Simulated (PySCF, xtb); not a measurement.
Se(NH2)(SH) (H3NSSe), SMILES N[Se]S. One conformer was computed; it need not be the lowest.

Harmonic wavenumbers (cm⁻¹) from GFN2-xTB (xtb) at its own minimum, in rising order: 196, 211, 271, 374, 541, 747, 777, 913, 1473, 2344, 3367, 3400.

What does B3LYP-D3(BJ)/def2-TZVP (PySCF) give at its own minimum? (An estimate is asked for; the answer gives what the named calculation found.)

222, 312, 344, 360, 488, 734, 823, 1020, 1582, 2638, 3510, 3620. Paired by order, the mean absolute difference is 100 cm⁻¹ and the zero-point energies are 20.9 and 22.4 kcal/mol.
